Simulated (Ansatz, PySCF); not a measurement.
System: C₄H₈O, charge 0, multiplicity 1. 
Structure (B3LYP-D3(BJ)/def2-TZVP (Ansatz, a quantum-chemistry and plane-wave program) minimum search):
SMILES: C(=O)CCC
```xyz
13

C     -2.2944    -0.2512    -0.0681
C     -0.8848     0.3219    -0.1779
C      0.1826    -0.6725     0.2562
C      1.5963    -0.1668     0.1711
O      1.9164     0.9312    -0.2043
H     -2.4117    -1.1390    -0.6944
H     -3.0416     0.4783    -0.3841
H     -2.5264    -0.5400     0.9600
H     -0.7969     1.2255     0.4291
H     -0.6836     0.6339    -1.2050
H      0.0238    -1.0043     1.2911
H      0.1368    -1.5945    -0.3389
H      2.3708    -0.8981     0.4895
```
Charge 0, spin multiplicity 1.

Dipole moments at this geometry, in debye (magnitudes).

| level | program | dipole (D) |
|---|---|---|
| HF/def2-TZVPD | PySCF | 3.04 |
| SVWN5/def2-TZVPD | Ansatz | 2.68 |
| PBE/def2-TZVPD | Ansatz | 2.59 |
| revPBE/def2-TZVPD | Ansatz | 2.56 |
| r2SCAN/def2-TZVPD | PySCF | 2.67 |
| B97M-V/def2-TZVPD | Ansatz | 2.61 |
| B3LYP/def2-TZVPD | Ansatz | 2.71 |
| PBE0/def2-TZVPD | Ansatz | 2.71 |
| TPSSh/def2-TZVPD | PySCF | 2.65 |
| r2SCANh/def2-TZVPD | Ansatz | 2.71 |
| M06-2X/def2-TZVPD | PySCF | 2.75 |
| CAM-B3LYP/def2-TZVPD | Ansatz | 2.78 |
| wB97X-V/def2-TZVPD | Ansatz | 2.75 |
| CCSD(T)/aug-cc-pVDZ | Ansatz | 2.56 |

Measured: 2.72 D (NIST CCCBDB, as tabulated in the package chemicals), a vibrational average, which may belong to another conformer or a mix. This is an older compilation, not checked against later work.
